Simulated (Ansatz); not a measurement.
Isolated molecules relaxed with PBE0-D4/def2-TZVP in Ansatz; ΔE leaves out vibrations. CCSD(T)/CBS is the MP2 limit (def2-TZVPP, def2-QZVPP) plus CCSD(T) − MP2 in def2-TZVPP, frozen cores. This one scheme is used for every species. Functionals use def2-TZVPP. HSE06 is defined as in plane-wave codes. One conformer a species, not always the lowest.

Reaction (ligand exchange at the Si–C bond): `C=C[Si](Cl)(Cl)Cl` + CH₃OH → `CO[Si](Cl)(Cl)Cl` + `C=C`

(1) Is it downhill or uphill in electronic energy at CCSD(T)/CBS, and by how much? (Estimate.)

(2) What do these levels give: PBE-D4, PBE0-D4, r2SCAN0-D4, BHLYP-D4, CAM-B3LYP-D4, PBE, revPBE, r2SCAN, HSE06, MP2/def2-SVP, SCS-MP2/def2-TZVPP, CCSD/def2-TZVPP? (Best estimate.)

Largest T1 diagnostic among the species: 0.011.

## Answers

(1) Computed: Downhill: ΔE = -23.7 kcal/mol.

(2) The calculation gave: PBE-D4 -20.9, PBE0-D4 -21.8, r2SCAN0-D4 -24.1, BHLYP-D4 -25.3, CAM-B3LYP-D4 -25.2, PBE -21.1, revPBE -20.7, r2SCAN -24.0, HSE06 -21.9, MP2/def2-SVP -22.7, SCS-MP2/def2-TZVPP -24.3, CCSD/def2-TZVPP -24.4 kcal/mol.

From BLYP to BHLYP (50 % exact exchange), in def2-TZVPP and without D4, ΔE moves by −2.1 kcal/mol. In def2-TZVPP, CCSD(T) changes the Hartree–Fock value by +3.4 kcal/mol (the triples alone add +0.5 kcal/mol) and MP2 by +3.7 kcal/mol.
